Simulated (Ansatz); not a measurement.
Diatomic SbH, multiplicity 3 (the spin of the measured ground state). No spin–orbit coupling.

```tsv
level	bond energy D_e (eV)
SVWN5/def2-TZVPP	3.094
PBE/def2-TZVPP	2.646
r2SCAN/def2-TZVPP	2.657
B97M-V/def2-TZVPP	2.772
B3LYP/def2-TZVPP	2.748
PBE0/def2-TZVPP	2.582
BHLYP/def2-TZVPP	2.656
CAM-B3LYP/def2-TZVPP	2.741
wB97X-V/def2-TZVPP	2.761
wB97M-V/def2-TZVPP	2.657
B2PLYP/def2-TZVPP	2.624
CCSD/def2-TZVPP	2.507
CCSD/def2-QZVPP	2.571
CCSD(T)/def2-TZVPP	2.537
CCSD(T)/def2-QZVPP	2.605
```

The rows run from 2.507 (CCSD/def2-TZVPP) to 3.094 eV (SVWN5/def2-TZVPP). From def2-TZVPP to def2-QZVPP CCSD(T) changes by 0.068. The 11 functionals in def2-TZVPP without D3 or D4 span 0.512, from PBE0 to SVWN5.

D_e counts from the fitted minimum to each atom's lowest state at the same level, without counterpoise.

Correlated levels freeze the inner cores; with def2 sets outer-core shells near the valence are correlated too.

Run with Ansatz (Gaussian basis) for Hartree–Fock, density functionals and correlated methods.  In def2 rows elements past Kr take small-core potentials, without spin–orbit coupling.

Ansatz is an electronic-structure program.
